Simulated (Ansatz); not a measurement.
Two isomers of CH5AsOSi: A = `C1O[AsH][SiH2]1`, B = `[AsH2][SiH]1CO1`.

Program: Ansatz. Geometries: PBE0-D4/def2-TZVP. ΔE: electronic, gas phase. CCSD(T)/CBS adds triple-zeta CCSD(T) − MP2 to the extrapolated MP2 energy (def2 sets, frozen cores). DFT in def2-TZVPP. B3LYP here is the variant with VWN-RPA as its local correlation; programs differ in this. For As outer-core shells are correlated without core-valence functions, which leaves a few kJ/mol of doubt a bond. Scalar relativity is left out up to krypton.

A:

```xyz
9

C    -0.7083    0.7078    0.2524
O     0.4963    1.2622    0.8006
As    1.7989   -0.0095    0.6010
Si    0.0540   -0.6016   -0.9017
H    -1.3113    0.2407    1.0433
H    -1.3036    1.5052   -0.2013
H     1.2381   -1.0076    1.6339
H     0.2796   -0.1337   -2.2956
H    -0.5439   -1.9637   -0.9325
```

B:

Z-matrix (Å, degrees):
```
Si
C 1 1.809
O 1 1.667 2 49.8
As 1 2.346 2 120.4 3 -99.3
H 1 1.483 2 120.2 3 98.8
H 2 1.088 1 121.6 3 -100.0
H 2 1.088 1 121.8 3 100.1
H 4 1.525 1 90.4 2 -114.3
H 4 1.524 1 91.6 2 154.1
```

Task: Which is lower in electronic energy at CCSD(T)/CBS, and by how much? (Best estimate.)

Result: Ansatz gave: B, by 8.2 kcal/mol.

Task: Give E(B) − E(A) in kcal/mol with B3LYP-D4, HF/def2-TZVPP, MP2/def2-TZVPP, CCSD/def2-TZVPP, PBE0-D4, PBE-D4, B3LYP. (Best estimate.)

Result: Ansatz gave: B3LYP-D4 -7.3, HF/def2-TZVPP -6.9, MP2/def2-TZVPP -8.6, CCSD/def2-TZVPP -7.9, PBE0-D4 -7.7, PBE-D4 -7.8, B3LYP -8.2. None reverses the order clearly.

Largest T1 diagnostic: 0.013.

The D4 term adds +0.9 kcal/mol with B3LYP and +0.4 kcal/mol with PBE0; it sums over pairs of atoms, weighted by their polarisabilities, and B3LYP, whose exchange is more repulsive, gets the larger term. In def2-TZVPP, CCSD(T) changes the Hartree–Fock value by −0.8 kcal/mol (the triples alone add +0.1 kcal/mol) and MP2 by −1.7 kcal/mol.
